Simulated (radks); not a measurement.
Results of a calculation; reference values are marked as such.
Species: Zn2+. Configuration: [Ar] 3d10. Level of theory: Dirac Kohn-Sham, PBE, spin-unpolarised, spherical densities, finite nucleus; Fermi nuclear charge, rms radius 3.9283 fm (a radial shooting solver on a logarithmic mesh with Libxc functionals).

Unscreened Slater integrals over Kohn-Sham orbitals (eV). Large and small components are both included.

\begin{tabular}{lr}
integral & value \\ \hline
F0(3d5/2,3d5/2) & 28.847 \\
F2(3d5/2,3d5/2) & 13.103 \\
F4(3d5/2,3d5/2) & 8.1061 \\
F0(3d5/2,3d3/2) & 28.953 \\
F2(3d5/2,3d3/2) & 13.153 \\
G2(3d5/2,3d3/2) & 13.138 \\
G4(3d5/2,3d3/2) & 8.1286 \\
F0(3d5/2,3p3/2) & 31.256 \\
F2(3d5/2,3p3/2) & 14.573 \\
G1(3d5/2,3p3/2) & 17.993 \\
G3(3d5/2,3p3/2) & 10.875 \\
F0(3d5/2,3p1/2) & 31.473 \\
G3(3d5/2,3p1/2) & 10.942 \\
F0(3d3/2,3d3/2) & 29.059 \\
F2(3d3/2,3d3/2) & 13.204 \\
F0(3d3/2,3p3/2) & 31.379 \\
F2(3d3/2,3p3/2) & 14.635 \\
G1(3d3/2,3p3/2) & 18.057 \\
G3(3d3/2,3p3/2) & 10.916 \\
F0(3d3/2,3p1/2) & 31.598 \\
G1(3d3/2,3p1/2) & 18.207 \\
F0(3p3/2,3p3/2) & 34.314 \\
F2(3p3/2,3p3/2) & 17.094 \\
F0(3p3/2,3p1/2) & 34.573 \\
G2(3p3/2,3p1/2) & 17.201 \\
F0(3p1/2,3p1/2) & 34.838 \\
\end{tabular}
